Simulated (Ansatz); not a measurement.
Saddle search on SiN₂H₉F, singlet by partitioned rational-function steps on PBE0-D4/def2-TZVP gradients (Ansatz 0.2.0), from this start:

Si1  (-0.424, 0.049, 1.119)
H2  (0.355, -0.796, -0.013)
H3  (-1.562, -0.948, 1.201)
H4  (-1.000, 1.196, 1.936)
N5  (1.005, -0.086, 2.104)
H6  (-0.514, 0.681, -1.491)
F7  (-0.857, 1.137, -0.328)
H8  (0.348, -0.675, -1.554)
N9  (-0.049, -0.015, -2.272)
H10  (1.031, 0.324, 3.032)
H11  (1.712, -0.798, 1.962)
H12  (0.688, 0.412, -2.831)
H13  (-0.731, -0.484, -2.866)
(Å)

| step | energy less the last (meV) | largest force (eV/Å) | curvature followed (eV/Å²) |
| --- | --- | --- | --- |
| 1 | 30.0 | 0.302 | -3.17 |
| 2 | 32.8 | 0.457 | -3.17 |
| 3 | 15.8 | 0.253 | -3.17 |
| 4 | 14.0 | 0.443 | -3.30 |
| 5 | 12.0 | 0.239 | -3.57 |
| 6 | 9.5 | 0.074 | -3.60 |
| 7 | 8.9 | 0.129 | -3.60 |
| 8 | 8.4 | 0.050 | -3.78 |
| 9 | 8.3 | 0.034 | -3.77 |
| 10 | 8.1 | 0.037 | -3.77 |
| 11 | 7.9 | 0.064 | -3.77 |
| 12 | 7.8 | 0.112 | -3.77 |
| 13 | 7.3 | 0.045 | -3.79 |
| 14 | 7.1 | 0.079 | -3.78 |
| 15 | 7.0 | 0.112 | -3.79 |
| 16 | 6.7 | 0.077 | -3.82 |
| 17 | 6.6 | 0.104 | -3.82 |
| 18 | 6.3 | 0.088 | -3.82 |
| 19 | 6.2 | 0.076 | -3.83 |
| 20 | 5.9 | 0.068 | -3.87 |
| 21 | 5.6 | 0.049 | -3.88 |
| 22 | 5.2 | 0.029 | -3.89 |
| 23 | 4.9 | 0.025 | -3.89 |
| 24 | 4.5 | 0.029 | -3.89 |
| 25 | 3.9 | 0.044 | -3.88 |
| 26 | 3.2 | 0.093 | -3.88 |
| 27 | 3.0 | 0.192 | -3.88 |
| 28 | 1.7 | 0.119 | -3.88 |
| 29 | 1.5 | 0.191 | -3.88 |
| 30 | 1.5 | 0.245 | -3.87 |
| 31 | 1.5 | 0.232 | -3.89 |
| 32 | 0.8 | 0.087 | -3.93 |
| 33 | 0.5 | 0.063 | -3.93 |
| 34 | 0.4 | 0.101 | -3.96 |
| 35 | 0.5 | 0.131 | -4.38 |
| 36 | 0.2 | 0.067 | -4.32 |
| 37 | 0.2 | 0.073 | -4.31 |
| 38 | 0.1 | 0.039 | -3.91 |
| 39 | 0.0 | 0.034 | -3.89 |
| 40 | 0.1 | 0.042 | -3.95 |
| 41 | 0.1 | 0.050 | -3.92 |
| 42 | 0.1 | 0.025 | -3.97 |
| 43 | 0.0 | 0.046 | -3.99 |
| 44 | 0.0 | 0.020 | -3.99 |
| 45 | 0.0 | 0.013 | -3.99 |

The search ended at:

```csv
atom,x (Å),y (Å),z (Å)
Si1,-0.2220,0.1792,0.9769
H2,0.9083,-0.3068,-0.0405
H3,-1.2339,-0.8574,0.5298
H4,-1.0558,1.0792,1.8521
N5,0.8726,-0.2264,2.2532
H6,-0.5190,0.7258,-1.5345
F7,-0.5394,1.4248,-0.3164
H8,0.3998,-0.5677,-1.4721
N9,-0.2350,-0.1151,-2.1783
H10,0.6744,-0.0003,3.2137
H11,1.7006,-0.7841,2.1318
H12,0.2694,0.1634,-3.0115
H13,-1.0200,-0.7144,-2.4043
```
